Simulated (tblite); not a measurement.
C5H6FO (doublet state).
Z-matrix (Å and degrees, GFN2-xTB geometry), rows numbered from 1:
```
C 
C   1  1.3278
C   2  1.4791  1  121.48
O   3  1.2356  2  122.53  1     0.07
C   3  1.4296  2  115.88  1  -179.92
C   5  1.4687  3  120.06  2   179.95
F   6  1.3672  5  112.50  3   179.89
H   1  1.0781  2  119.81  3    -0.03
H   1  1.0764  2  122.71  3   180.00
H   2  1.0802  1  121.78  3  -179.96
H   5  1.0778  3  121.66  2    -0.01
H   6  1.1014  5  111.08  3    59.36
H   6  1.1015  5  111.13  3   -59.60
```

Calculated harmonic vibrations of the isolated species, GFN2-xTB (tblite), most abundant isotopes, no scaling. Errors from tens to a few hundred cm⁻¹ against measured bands are possible. One conformer, not necessarily the lowest. Open shells enter through the occupations alone, without spin polarisation, and single modes of such species can be off by tens of per cent.

Harmonic wavenumbers (cm⁻¹): 53.9, 72.0, 133.9, 157.6, 269.6, 351.9, 442.6, 445.7, 524.7, 659.3, 720.4, 862.6, 907.3, 912.1, 1006.5, 1025.2, 1057.1, 1115.0, 1128.2, 1137.4, 1250.6, 1292.1, 1356.4, 1374.5, 1387.3, 1551.1, 1652.1, 2842.4, 2877.9, 3075.7, 3101.4, 3110.0, 3136.2.

A = 8871, B = 1202, C = 1066 MHz; mass 101.040 u (most abundant isotopes); point group Cs, symmetry number 1; spin multiplicity 2.

Zero-point energy?

½Σν̃ = 20495 cm⁻¹ = 245.18 kJ/mol.

Give the ideal-gas entropy at 200 K and 1 bar in the rigid-rotor, harmonic-oscillator model (classical rotation).

Translation 158.12, rotation 111.08, vibration 58.41, spin (R ln 2) 5.76: S = 333.4 J/(mol K).

And Cp and H(200 K) − H(0)?

Cp = 92.55 J/(mol K), of which vibrations give 59.30 (their classical limit is 33 R = 274.4); H(200 K) − H(0) = 12.88 kJ/mol without the zero-point energy, 6.23 from vibrations.

How do the functions run with temperature in this model?

```tsv
T (K)	S (J/(mol K))	Cp (J/(mol K))	H − H(0) (kJ/mol)	G − H(0) (kJ/mol)	ln q(vib)
150	308.8	79.2	8.59	-37.72	2.33
250	355.5	106.5	17.86	-71.02	4.20
298.15	375.5	120.4	23.32	-88.62	5.08
400	414.8	148.4	37.04	-128.89	6.91
600	483.6	190.9	71.26	-218.91	10.42
900	569.1	230.0	134.93	-377.30	15.33
```

q(vib) and H(0) count from the zero-point level.

Blend soft modes into free rotors: weight 1/[1 + (100 cm⁻¹/ν̃)⁴] for the oscillator and the rest for a rotor with moment μB/(μ + B), μ = h/(8π²ν), B = 10⁻⁴⁴ kg m². What vibrational entropy results?

53.73 J/(mol K) in place of 58.41, which changes −T·S at 200 K by +0.94 kJ/mol.

Which modes carry the vibrational entropy at 200 K?

53.9 cm⁻¹: 16.24; 72.0 cm⁻¹: 13.88; 133.9 cm⁻¹: 8.94; 157.6 cm⁻¹: 7.70; 269.6 cm⁻¹: 4.00; 351.9 cm⁻¹: 2.51 J/(mol K); the other 27 give 5.14 together.

Hindered rotation and anharmonicity are outside this model. Other conformers, if any are populated, would add a mixing term that is left out.
